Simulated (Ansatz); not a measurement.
Calculation: Ansatz (a quantum-chemistry and plane-wave program) with frozen-core CCSD(T)/def2-TZVPP // BP86-D3(BJ)/def2-SVP.

Ansatz 0.2 input:
```yaml
crystal:
  periodic: [false, false, false]
  atoms:
    - { symbol: W, position_ang: [-0.086758, 0.005263, 0.037705] }
    - { symbol: Cl, position_ang: [2.144225, 0.069532, -0.656381] }
    - { symbol: Cl, position_ang: [-0.592848, 1.62282, -1.54169] }
    - { symbol: Cl, position_ang: [0.347348, 1.697107, 1.590484] }
    - { symbol: Cl, position_ang: [-0.534588, -1.646084, -1.553648] }
    - { symbol: Cl, position_ang: [-2.330718, -0.017988, 0.690227] }
    - { symbol: O, position_ang: [0.320436, -1.287534, 1.301957] }
    - { symbol: H, position_ang: [0.534752, -1.964728, 1.965647] }
basis:
  gaussian: { orbitals: def2-TZVPP }
correlation:
  method: ccsd_t
```

Output:

```
Functional definition: HF
1913 factors; integrals over basis functions are off by at most 5.3e-4 eV
mean field evaluation 1: about -66372.7927 eV, gradient 7.2e1 eV
mean field evaluation 2: about -66373.2628 eV, gradient 7.2e1 eV
mean field evaluation 4: about -66384.7140 eV, gradient 5.8e0 eV
mean field evaluation 8: about -66384.8698 eV, gradient 1.8e0 eV
mean field evaluation 16: about -66384.8825 eV, gradient 2.2e-6 eV
mean field evaluation 32: about -66381.7134 eV, gradient 9.2e0 eV
mean field evaluation 64: about -66377.1829 eV, gradient 1.2e-1 eV
mean field evaluation 96: about -66376.2074 eV, gradient 4.7e-2 eV
mean field evaluation 128: about -66376.2055 eV, gradient 7.5e-2 eV
mean field evaluation 160: about -66377.1827 eV, gradient 3.1e-3 eV
mean field evaluation 192: about -66376.0818 eV, gradient 5.0e0 eV
mean field evaluation 224: about -66375.6839 eV, gradient 3.2e-2 eV
mean field evaluation 256: about -66368.0027 eV, gradient 6.8e1 eV
mean field -66384.88252591 eV, -2439.5994355378 hartree, gradient 2.3e-6 eV, S^2 0.000000; 3 other end points of the search recorded, 0 dependent functions left out
26 core orbitals not correlated
reference -66384.88252591 eV, -2439.5994355378 hartree; 28, 28 occupied and 257, 257 virtual orbitals, 1913 factors
second order -47.21101406 eV of doubles, -0.00000000 eV of singles
cycle   1  -44.86536417 eV  change     2.3e0 eV  update   3.4e-1
cycle   2  -46.78541896 eV  change    -1.9e0 eV  update   2.5e-1
cycle   3  -47.28735873 eV  change   -5.0e-1 eV  update   5.9e-2
cycle   4  -47.25962246 eV  change    2.8e-2 eV  update   2.8e-2
cycle   5  -47.23905613 eV  change    2.1e-2 eV  update   8.7e-3
cycle   6  -47.23557656 eV  change    3.5e-3 eV  update   3.8e-3
cycle   7  -47.23607868 eV  change   -5.0e-4 eV  update   1.8e-3
cycle   8  -47.23595010 eV  change    1.3e-4 eV  update   7.6e-4
cycle   9  -47.23618915 eV  change   -2.4e-4 eV  update   4.2e-4
cycle  10  -47.23681544 eV  change   -6.3e-4 eV  update   2.3e-4
cycle  11  -47.23649117 eV  change    3.2e-4 eV  update   1.3e-4
cycle  12  -47.23626424 eV  change    2.3e-4 eV  update   8.9e-5
cycle  13  -47.23641219 eV  change   -1.5e-4 eV  update   4.3e-5
cycle  14  -47.23633539 eV  change    7.7e-5 eV  update   3.0e-5
cycle  15  -47.23630955 eV  change    2.6e-5 eV  update   1.2e-5
perturbative correction -2.83091785 eV, -0.1040343123 hartree
Total energy: -66434.94975332 eV, -2441.4393722081 hartree
```

Cost: around 90 core-minutes (rough).
